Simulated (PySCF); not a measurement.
A species of formula C5H10OSi has this rotational fingerprint, computed with PySCF, PBE0-D3(BJ)/def2-SVP geometry optimisation, gas phase:

| Quantity | Value |
| --- | --- |
| Rotational constants | A = 3335, B = 1210, C = 902.7 MHz |
| Dipole components | \|μa\| = 0.48 D, \|μb\| = 0.22 D, \|μc\| = 0.05 D |
| Inertial defect | -9.22 u·Å² |
| κ | -0.75 |

Task: Which candidate fits, each taken in the one conformer that was computed?
A. `[CH3:1][O:2]/[CH:3]=[CH:4]\[C@@H:5]1[CH2:6][SiH2:7]1` with C1–O2–C3–C4 164°, C3–C4–C5–C6 -151°
B. `[CH2:1]=[C:2]([O:3][SiH3:4])[CH:5]1[CH2:6][CH2:7]1` with C1–C2–O3–Si4 0°, C1–C2–C5–C6 34°
C. `[CH2:1]=[CH:2]/[CH:3]=[C:4](\[CH3:5])[O:6][SiH3:7]` with C1–C2–C3–C4 179°, C3–C4–O6–Si7 -3°
D. `[CH2:1]=[CH:2]/[CH:3]=[C:4](/[CH3:5])[O:6][SiH3:7]` with C1–C2–C3–C4 180°, C3–C4–O6–Si7 170°
E. `[SiH3:1][O:2]/[CH:3]=[CH:4]\[CH:5]1[CH2:6][CH2:7]1` with Si1–O2–C3–C4 161°, C3–C4–C5–C6 -146°

Result: C. It is C=C/C=C(\C)O[SiH3], an asymmetric top. The candidates at the same level (rigid rotor, commonest isotopes):

```csv
SMILES,A (MHz),B (MHz),C (MHz),μa (D),μb (D),μc (D),Δ (u·Å²),point group,rotor
[SiH3]O/C=C\C1CC1,7415,819.2,792.8,0.53,0.35,0.31,-47.57,C1,near-prolate asymmetric top
CO/C=C\[C@@H]1C[SiH2]1,6179,890.2,869.1,1.36,0.36,0.13,-68.02,C1,near-prolate asymmetric top
C=C(O[SiH3])C1CC1,6279,1067,994.1,0.15,0.03,0.00,-45.61,Cs,near-prolate asymmetric top
C=C/C=C(\C)O[SiH3],3335,1210,902.7,0.48,0.22,0.05,-9.22,near Cs,asymmetric top
C=C/C=C(/C)O[SiH3],4205,1097,884.5,1.74,1.06,0.11,-9.72,–,asymmetric top
```

`C=C/C=C(/C)O[SiH3]` has A 26 % too high; `[SiH3]O/C=C\C1CC1` has A 122 % too high; `C=C(O[SiH3])C1CC1` has A 88 % too high; `CO/C=C\[C@@H]1C[SiH2]1` has A 85 % too high. No structure here is proved a minimum.
